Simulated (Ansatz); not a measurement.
Relaxation of ClF4H2STa (9 atoms, charge 0, multiplicity 1), to a largest force component of 0.03 eV/Å in at most 50 steps.

Level of theory: RKS B3LYP/def2-SVP in Ansatz.

```xyz
9
Properties=species:S:1:pos:R:3
Ta -0.382 -0.354 0.239
Cl 3.262 0.083 0.244
F 0.287 0.532 1.742
F 0.454 -0.473 -1.416
F -1.324 1.247 -0.131
F -1.991 -1.284 0.109
S 0.664 -2.317 1.357
H 0.256 -3.260 0.473
H 2.874 -1.111 0.706
```

Q: Where does it end, and by what steps?

A: It converged. The force dipped under the threshold on the way, but the program's further checks kept it going. After 29 steps the energy has fallen by 0.310 eV; F5 moved furthest, 1.47 Å.

```json
{"step": "0", "energy less start (eV)": "0.0000", "largest force component (eV/Å)": "0.888", "accepted": "yes"}
{"step": "2", "energy less start (eV)": "-0.0163", "largest force component (eV/Å)": "0.555", "accepted": "yes"}
{"step": "4", "energy less start (eV)": "-0.0260", "largest force component (eV/Å)": "0.307", "accepted": "yes"}
{"step": "6", "energy less start (eV)": "-0.0219", "largest force component (eV/Å)": "0.463", "accepted": "no"}
{"step": "8", "energy less start (eV)": "-0.0301", "largest force component (eV/Å)": "0.025", "accepted": "yes"}
{"step": "10", "energy less start (eV)": "-0.0368", "largest force component (eV/Å)": "0.380", "accepted": "yes"}
{"step": "12", "energy less start (eV)": "-0.0659", "largest force component (eV/Å)": "0.673", "accepted": "yes"}
{"step": "14", "energy less start (eV)": "-0.1797", "largest force component (eV/Å)": "0.574", "accepted": "yes"}
{"step": "16", "energy less start (eV)": "-0.2459", "largest force component (eV/Å)": "0.579", "accepted": "yes"}
{"step": "18", "energy less start (eV)": "-0.2903", "largest force component (eV/Å)": "0.115", "accepted": "yes"}
{"step": "20", "energy less start (eV)": "-0.2965", "largest force component (eV/Å)": "0.356", "accepted": "yes"}
{"step": "22", "energy less start (eV)": "-0.3053", "largest force component (eV/Å)": "0.043", "accepted": "yes"}
{"step": "24", "energy less start (eV)": "-0.3082", "largest force component (eV/Å)": "0.061", "accepted": "yes"}
{"step": "26", "energy less start (eV)": "-0.3095", "largest force component (eV/Å)": "0.062", "accepted": "yes"}
{"step": "28", "energy less start (eV)": "-0.3099", "largest force component (eV/Å)": "0.033", "accepted": "yes"}
{"step": "29", "energy less start (eV)": "-0.3100", "largest force component (eV/Å)": "0.021", "accepted": "yes"}
```

```xyz
9
Properties=species:S:1:pos:R:3
Ta -0.477 -0.168 0.203
Cl 3.593 -1.039 -0.284
F 0.185 1.091 1.441
F 0.477 0.602 -1.203
F -2.254 0.308 0.503
F -0.958 -1.653 -0.863
S 0.477 -1.757 1.753
H 0.158 -2.867 1.044
H 2.900 -1.454 0.729
```

Whether the end is a true minimum wasn't checked by a vibrational analysis.

The run took 76 s on 4 threads of Arm Neoverse V2 (shared host), peak memory 0.38 GiB.
